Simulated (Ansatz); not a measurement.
Correlation energies of `C#C[O][Ga]([OH])[Cl]` by basis set

```xyz
8

C     1.5156    2.0615   -0.1640
C     1.1156    0.9424    0.0053
O     0.7186   -0.2679    0.1952
Ga   -0.9922   -0.8134   -0.0101
O    -1.2718   -2.5193    0.3109
Cl   -2.4877    0.5387   -0.5908
H     1.8761    3.0494   -0.3121
H    -0.4742   -2.9915    0.5656
```

Total charge 0; spin multiplicity 1. Correlated methods include outer-core shells of Ga, which these sets cover unevenly. Scalar relativity is left out up to krypton. The structure was optimised at the PBE0-D4/def2-TZVP level. It is one conformer, not always the lowest. Frozen core, restricted reference, Ansatz 0.2.0.

| basis | HF (Eh) | MP2 corr. | CCSD corr. | (T) | CCSD(T) total |
| --- | --- | --- | --- | --- | --- |
| def2-SVP | -2608.84045 | -0.95234 | -0.96637 | -0.03077 | -2609.83759 |
| def2-TZVPP | -2609.52627 | -1.17262 | -1.18486 | -0.05317 | -2610.76430 |
| def2-QZVPP | -2609.58957 | -1.49629 | – | – | – |
